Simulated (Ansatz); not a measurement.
The same bond dissociation along the group F, Cl, Br, I.

Calculated with Ansatz (gas phase, PBE0-D4/def2-TZVP geometries, no zero-point term in ΔE). CCSD(T)/CBS is the MP2 limit (def2-TZVPP, def2-QZVPP) plus CCSD(T) − MP2 in def2-TZVPP, frozen cores. This one scheme is used for every species, atoms too. Functionals use def2-TZVPP. No spin–orbit coupling; open shells (•) take unrestricted orbitals. Spin–orbit coupling would lower the free atoms: a little for Cl, F; clearly for Br; strongly for I. def2 core potentials past Kr. Bonds to Br, I are less sure, by a few kJ/mol each and by 10 to 20 or more in all where they break to atoms, as the def2 sets lack core-valence functions. Scalar relativity is left out up to krypton.

```csv
reaction,B97M-V (kJ/mol),r2SCAN-D4 (kJ/mol),CCSD(T)/def2-SVP (kJ/mol),CCSD(T)/CBS(def2) (kJ/mol)
`CC(C)(C)F` → F• + `C[C](C)C`•,485,477,469,505
`CC(C)(C)Cl` → Cl• + `C[C](C)C`•,359,346,336,374
`CC(C)(C)Br` → Br• + `C[C](C)C`•,301,298,290,332
`CC(C)(C)I` → I• + `C[C](C)C`•,243,239,234,282
```

Largest T1 diagnostic: 0.011, for `C[C](C)C`•.
